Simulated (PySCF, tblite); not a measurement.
Isomers of C5H16N2OSi, one GFN2-xTB conformer each. Single-point energies are computed at PBE0/pcSseg-1 (PySCF, gas phase, no added dispersion term), electronic only.

| SMILES | GFN2-xTB relative energy (kJ/mol) |
| --- | --- |
| CC[C@@H](CO)[Si@@H](N)NC | 144.3 |
| CCCCN[Si@@](C)(N)O | 0.0 |
| CC[C@@H](OC)[Si@H](N)NC | 157.0 |

Conformers: `[CH3:1][CH2:2][C@@H:3]([CH2:4][OH:5])[Si@@H:6]([NH2:7])[NH:8][CH3:9]` with C1–C2–C3–C4 73°, C2–C3–C4–O5 76°, C3–C4–O5–H -54°, C2–C3–Si6–N7 -50°, C3–Si6–N7–H 153° and -73°; `[CH3:1][CH2:2][CH2:3][CH2:4][NH:5][Si@@:6]([CH3:7])([NH2:8])[OH:9]` with C1–C2–C3–C4 178°, C2–C3–C4–N5 -179°, C3–C4–N5–Si6 81°, C4–N5–Si6–C7 178°, N5–Si6–N8–H 140° and -85°; `[CH3:1][CH2:2][C@@H:3]([O:4][CH3:5])[Si@H:6]([NH2:7])[NH:8][CH3:9]` with C1–C2–C3–O4 -58°, C2–C3–O4–C5 -71°, C2–C3–Si6–N7 42°, C3–Si6–N7–H -49° and 173°, C3–Si6–N8–C9 -178°.

Question: What does PBE0/pcSseg-1 give for the same structures?

Answer: 
```
                  SMILES  PBE0/pcSseg-1 E (Eh)  PBE0/pcSseg-1 (kJ/mol)  GFN2-xTB (kJ/mol)  point group
      CCCCN[Si@@](C)(N)O            -673.87766                     0.0                0.0           C1
CC[C@@H](CO)[Si@@H](N)NC            -673.79983                   204.4              144.3           C1
 CC[C@@H](OC)[Si@H](N)NC            -673.78734                   237.1              157.0           C1
```

Both levels put the same isomer lowest; measured from each level's own lowest isomer, the values differ by up to 80.1 kJ/mol (CC[C@@H](OC)[Si@H](N)NC: 157.0 against 237.1). As drawn, the lowest has an O–H bond and an Si–O bond, which the highest lacks.

Question: Which frontier levels, dipoles and rotational constants go with these structures?

Answer: 
| SMILES | HOMO (eV, PBE0/pcSseg-1) | LUMO (eV) | dipole (D) | A, B, C (MHz) |
| --- | --- | --- | --- | --- |
| CCCCN[Si@@](C)(N)O | -6.48 | 1.06 | 1.15 | 2591, 581.0, 561.3 |
| CC[C@@H](CO)[Si@@H](N)NC | -6.56 | 1.00 | 1.52 | 1806, 887.4, 699.5 |
| CC[C@@H](OC)[Si@H](N)NC | -6.34 | 0.99 | 0.77 | 1703, 903.8, 810.0 |

Question: What happens when harmonic zero-point energies from GFN2-xTB frequencies are added?

Answer: 
```csv
SMILES,ZPE (kJ/mol),electronic (kJ/mol),with ZPE (kJ/mol)
CCCCN[Si@@](C)(N)O,563.9,0.0,0.0
CC[C@@H](CO)[Si@@H](N)NC,559.3,204.4,199.8
CC[C@@H](OC)[Si@H](N)NC,556.1,237.1,229.4
```

The zero-point energies span 7.8 kJ/mol. The order is unchanged.
